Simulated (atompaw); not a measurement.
## Pb: one change to a PAW (atompaw) potential, before and after

- Element: Pb (Z = 82)
- Generator: atompaw 4.2.0.5
- Type: PAW
- Functional: PBEsol
- Relativity: scalar-relativistic
- Frozen core: [Xe] 4f14 5d10
- Valence charge: 4
- Reference configuration: 6s1.5 6p2.5
- Partial waves: 6s (bound): rc 1.95 bohr; 6s channel at 0.5 Ry: rc 1.95 bohr; 6p (bound): rc 2.85 bohr; 6p channel at 1.65 Ry: rc 2.85 bohr; 6d channel at 0.45 Ry: rc 2.85 bohr; 6d channel at 1.8 Ry: rc 2.85 bohr
- Local potential: troulliermartins scheme with l = 3 at 1 Ry, radius 2.20 bohr
- Core correction: smooth core density matched at 2.30 bohr
- Augmentation charge: sinc compensation charge, radius 2.55 bohr; PAW radius 2.85 bohr; waves and projectors: custom rrkj gramschmidtortho

Change: local potential bessel scheme, radius 2.20 bohr.

Cutoffs: the cutoffs (Ry, on a coarse ladder) from which the occupation-weighted sum of valence levels, in a spherical-Bessel basis at the reference potential, stays within 10 and 1 mRy of its value at 400 Ry; they do not see the model core or the augmentation charge, which bear on the density cutoff.

Q: What does the change do?

A: The potential gets harder (8 Ry and 12 Ry → 8 Ry and 18 Ry); the bound ghost in d, s disappears; the range in which the s phases agree narrows (upper end at the end of the scan → 1.4); the range in which the p phases agree widens (upper end 2.1 → 3.7). A state that the projectors do not describe sees the local part alone, so a deeper or shallower local part can create or remove a ghost.

| quantity | base | changed |
| --- | --- | --- |
| cutoff, loose | 8 Ry | 8 Ry |
| cutoff, tight | 12 Ry | 18 Ry |
| bound ghosts | s, d | none |
| s: phases at 2.86 bohr within 0.05 rad from the reference energy up to (Ry; the scan ends near 5) | to the end of the scan | 1.4 |
| p: phases at 2.86 bohr within 0.05 rad from the reference energy up to (Ry; the scan ends near 5) | 2.1 | 3.7 |
| d: phases at 2.86 bohr within 0.05 rad from the reference energy up to (Ry; the scan ends near 5) | to the end of the scan | 0.9 |
| lowest overlap eigenvalue by channel | s 0.47, p 0.37, d 0.78 | s 0.46, p 0.53, d 0.78 |

 A true bound ghost makes a file unfit for plane-wave use even where its test errors are small: the radial tests pick states by their node count and pass the ghost by. The cutoffs see the waves, projectors and local potential, not the compensation charge or the core.
